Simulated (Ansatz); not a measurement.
Species: CCl₂F (charge -1, singlet). It need not be the lowest isomer of its formula. Whether it binds its extra electron was not tested at this geometry. 
Structure (B3LYP-D3(BJ)/def2-TZVP (Ansatz, a first-principles code) minimum search):
SMILES: F[C-](Cl)Cl
```xyz
4

F     -0.0977     1.5418    -0.4702
C     -0.0523     0.6324     0.5441
Cl     1.5895    -0.4133     0.0543
Cl    -1.5193    -0.6261     0.0026
```
Charge -1, spin multiplicity 1.

Basis-set convergence of Hartree-Fock and CCSD(T) correlation energies (hartree) with Ansatz. Cores are frozen in the correlated levels unless marked. Spin-orbit coupling is left out. No relativistic terms. This anion needs diffuse functions, which these sets lack.

```
basis        functions        E(HF)  E(corr, CCSD(T))
-----------  ---------  -----------  ----------------
cc-pV(D+d)Z         74  -1056.28150          -0.64685
cc-pV(T+d)Z        138          ___               ___
```

Question: Some entries are withheld; supply them.

Answer: 
- cc-pV(T+d)Z, E(HF): -1056.35816
- cc-pV(T+d)Z, E(corr, CCSD(T)): -0.86805
